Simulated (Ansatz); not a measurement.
**AgCl (silver chloride): a line through the functionals**

AgCl has 2 atoms, charge 0, and is taken as a singlet. As SMILES, `[Cl][Ag]`. The shape is that of a PBE0-D4/def2-TZVP optimisation.

The HOMO–LUMO gap y, in eV, basis def2-TZVPP with a core potential; a is the functional's share of exact exchange. Programs: Ansatz 0.2.0.

```
functional  program     a  y (eV)
       PBE   Ansatz     0    2.29
    r2SCAN   Ansatz     0    2.76
     B3LYP   Ansatz   0.2    3.79
      PBE0   Ansatz  0.25       ?
     BHLYP   Ansatz   0.5    6.18
```

Q: Fit y = c + s·a to the known rows and predict PBE0.

A: 
1. Means of the 4 rows: a = 0.1750, y = 3.755.
2. Σ(Δa)² = 0.1675, Σ(Δa·Δy) = 1.2195, so the slope is 1.2195/0.1675 = 7.2806.
3. Intercept: 3.755 − (7.2806) × 0.1750 = 2.481. The largest residual of the fit is 0.28.
4. PBE0: 2.481 + (7.2806) × 0.25 = 4.30 eV.

The run gave 4.37 eV, so the prediction is off by -0.07 eV, within the scatter of the fit. Exact exchange lowers occupied levels and raises empty ones. The rows mix families of semi-local functionals, which the line can't see.
